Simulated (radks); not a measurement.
Question: All-electron atom: Te in [Kr] 4d9.5 5s2 5p4 6s0.5 (fractional occupations, a model configuration). Method: Dirac Kohn-Sham, RPBE, spin-unpolarised, spherical densities, finite nucleus; open shells are shared between the two j in proportion to 2j + 1; Fermi nuclear charge, rms radius 4.7423 fm; computed with a radial shooting solver on a logarithmic mesh with Libxc functionals.

Spin-orbit splittings of the eigenvalues, e(l+1/2) - e(l-1/2), with zeta = 2 splitting/(2l+1) and mean radii in bohr:

shell  occ.  splitting (eV)  zeta (eV)  <r> j=l-1/2  <r> j=l+1/2
2p        6           274.4      183.0       0.1008       0.1064
3p        6           51.17      34.12       0.3121       0.3236
3d       10               ?          ?       0.2946       0.2982
4p        6           9.773      6.515       0.7989       0.8269
4d      9.5           1.499     0.5996       0.9536       0.9652
5p        4          0.9144     0.6096        2.439        2.550

Estimate the 3d splitting.

Answer: 10.70 eV (zeta = 4.281 eV).
